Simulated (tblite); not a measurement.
Compound: C2H8O3SSi.
Z-matrix (Å and degrees, GFN2-xTB geometry), rows numbered from 1:
```
C 
S   1  1.8126
O   2  1.4367  1  108.95
O   2  1.4409  1  108.74  3  -128.99
C   2  1.8254  1  104.72  3   117.83
O   5  1.3558  2  108.42  1    66.47
Si  6  1.6481  5  127.82  2    41.10
H   1  1.0827  2  107.91  3    82.42
H   1  1.0823  2  107.67  3  -158.11
H   1  1.0818  2  107.81  3   -37.31
H   5  1.0919  2  107.86  1   -54.19
H   5  1.0948  2  105.67  1  -172.09
H   7  1.4597  6  113.35  5   -82.15
H   7  1.4630  6   93.00  5   166.42
H   7  1.4527  6  113.46  5    50.77
```

Calculated harmonic vibrations of the isolated species, GFN2-xTB (tblite), most abundant isotopes, no scaling. Errors from tens to a few hundred cm⁻¹ against measured bands are possible. Modes of hydrogen on silicon can be 10 to 20 % off. One conformer, not necessarily the lowest.

Harmonic wavenumbers (cm⁻¹): 74.4, 104.5, 121.9, 135.9, 228.1, 236.0, 284.2, 297.5, 374.4, 410.0, 489.1, 604.5, 647.6, 660.4, 709.8, 736.7, 765.7, 805.3, 815.8, 856.7, 868.3, 880.3, 1099.9, 1156.2, 1175.6, 1209.3, 1250.7, 1265.1, 1417.4, 1428.5, 1437.5, 2259.7, 2290.5, 2344.8, 2915.3, 2952.3, 3065.0, 3081.4, 3090.5.

A = 3418, B = 1320, C = 1274 MHz; mass 139.996 u (most abundant isotopes); point group C1, symmetry number 1.

Task: Zero-point energy?

Result: ½Σν̃ = 22273 cm⁻¹ = 266.45 kJ/mol.

Task: Give the ideal-gas entropy at 273.15 K and 1 bar in the rigid-rotor, harmonic-oscillator model (classical rotation).

Result: Translation 168.67, rotation 117.80, vibration 97.99: S = 384.5 J/(mol K).

Task: And Cp and H(273.15 K) − H(0)?

Result: Cp = 143.72 J/(mol K), of which vibrations give 110.46 (their classical limit is 39 R = 324.3); H(273.15 K) − H(0) = 24.08 kJ/mol without the zero-point energy, 14.99 from vibrations.

Task: Blend soft modes into free rotors: weight 1/[1 + (100 cm⁻¹/ν̃)⁴] for the oscillator and the rest for a rotor with moment μB/(μ + B), μ = h/(8π²ν), B = 10⁻⁴⁴ kg m². What vibrational entropy results?

Result: 94.02 J/(mol K) in place of 97.99, which changes −T·S at 273.15 K by +1.09 kJ/mol.

Task: Which modes carry the vibrational entropy at 273.15 K?

Result: 74.4 cm⁻¹: 16.16; 104.5 cm⁻¹: 13.38; 121.9 cm⁻¹: 12.14; 135.9 cm⁻¹: 11.27; 228.1 cm⁻¹: 7.27; 236.0 cm⁻¹: 7.02 J/(mol K); the other 33 give 30.75 together.

Task: What must be added to the electronic energy to get the Gibbs energy at 273.15 K and 1 bar?

Result: ZPE + [H(273.15 K) − H(0)] − T·S = 266.45 + 24.08 − 105.01 = 185.52 kJ/mol.

Hindered rotation and anharmonicity are outside this model. Other conformers, if any are populated, would add a mixing term that is left out. The structure is chiral; the term R ln 2 for an equal mix with its mirror image is left out.

The run took 0.83 s on Arm Neoverse N1, one thread, no GPU, on a shared host. This covers the Hessian and the dipole derivatives.
